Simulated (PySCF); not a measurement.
C7H15, multiplicity 2. Atoms are numbered in the order given.

```xyz
22

C      3.4064    -0.7649    -0.0139
C      2.6783     0.4963     0.3028
C      1.2752     0.4805     0.8144
C      0.2144     0.1690    -0.2654
C     -1.2144     0.1503     0.2769
C     -2.2721    -0.1586    -0.7843
C     -3.6971    -0.1754    -0.2333
H      3.1859    -1.5563     0.7245
H      4.4983    -0.6176    -0.0442
H      3.1202    -1.1804    -1.0047
H      3.0835     1.4406    -0.0779
H      1.1786    -0.2782     1.6154
H      1.0277     1.4533     1.2747
H      0.2941     0.9155    -1.0757
H      0.4443    -0.8072    -0.7287
H     -1.4406     1.1266     0.7445
H     -1.2859    -0.5944     1.0914
H     -2.1973     0.5864    -1.5971
H     -2.0430    -1.1340    -1.2503
H     -3.9654     0.7991     0.2080
H     -4.4350    -0.3999    -1.0198
H     -3.8100    -0.9358     0.5574
```
Charge 0, spin multiplicity 2.

The structure is a stationary point at B3LYP-D3(BJ)/def2-SVP. The isomer is the one that the SMILES or the coordinates give; other isomers of the formula were not compared. Other conformers were not sampled.

These are CAM-B3LYP/def2-SVP (PySCF) values and carry that method's errors.

ESP charges are fitted to the potential on shells at 1.4 to 2.0 van der Waals radii. Atomic charges (e):

```
atom  meta-Löwdin  Löwdin  ESP fit  Mulliken  Mulliken spin
----  -----------  ------  -------  --------  -------------
C1          -0.28   -0.08    -0.33      0.02          -0.10
C2          -0.10   -0.03    -0.11     -0.15           1.05
C3          -0.16   -0.05    -0.11      0.06          -0.09
C4          -0.15   -0.03     0.21      0.00           0.05
C5          -0.15   -0.04    -0.15     -0.01           0.01
C6          -0.15   -0.04     0.19     -0.02           0.00
C7          -0.28   -0.06    -0.27      0.01           0.00
H8           0.09    0.03     0.11      0.02           0.02
H9           0.10    0.03     0.10      0.02           0.01
H10          0.09    0.03     0.10      0.03           0.07
H11          0.08    0.01     0.08      0.01          -0.05
H12          0.08    0.02     0.05      0.00           0.02
H13          0.09    0.03     0.03      0.00           0.01
H14          0.08    0.02    -0.04      0.00           0.00
H15          0.08    0.02    -0.02      0.00           0.00
H16          0.08    0.02     0.03      0.00           0.00
H17          0.08    0.02     0.02      0.00           0.00
H18          0.08    0.02    -0.03      0.00           0.00
H19          0.08    0.02    -0.03      0.00           0.00
H20          0.09    0.02     0.06      0.01           0.00
H21          0.09    0.02     0.06      0.01           0.00
H22          0.09    0.02     0.06      0.01           0.00
```

**Question.** Give the Mayer and Wiberg (Löwdin basis) orders of the bonds. (The exact figures need the calculation; the answer reports its results.)

**Answer.** 
| bond | Mayer | Wiberg |
|---|---|---|
| C1–C2 | 1.09 | 1.14 |
| C2–C3 | 1.08 | 1.12 |
| C3–C4 | 1.06 | 1.01 |
| C4–C5 | 1.08 | 1.04 |
| C5–C6 | 1.08 | 1.04 |
| C6–C7 | 1.10 | 1.06 |
| C1–H8 | 0.96 | 0.95 |
| C1–H9 | 0.96 | 0.96 |
| C1–H10 | 0.95 | 0.94 |
| C2–H11 | 0.97 | 0.98 |
| C3–H12 | 0.94 | 0.93 |
| C3–H13 | 0.94 | 0.93 |
| C4–H14 | 0.94 | 0.94 |
| C4–H15 | 0.95 | 0.94 |
| C5–H16 | 0.95 | 0.94 |
| C5–H17 | 0.95 | 0.94 |
| C6–H18 | 0.95 | 0.94 |
| C6–H19 | 0.95 | 0.94 |
| C7–H20 | 0.97 | 0.96 |
| C7–H21 | 0.97 | 0.96 |
| C7–H22 | 0.97 | 0.96 |
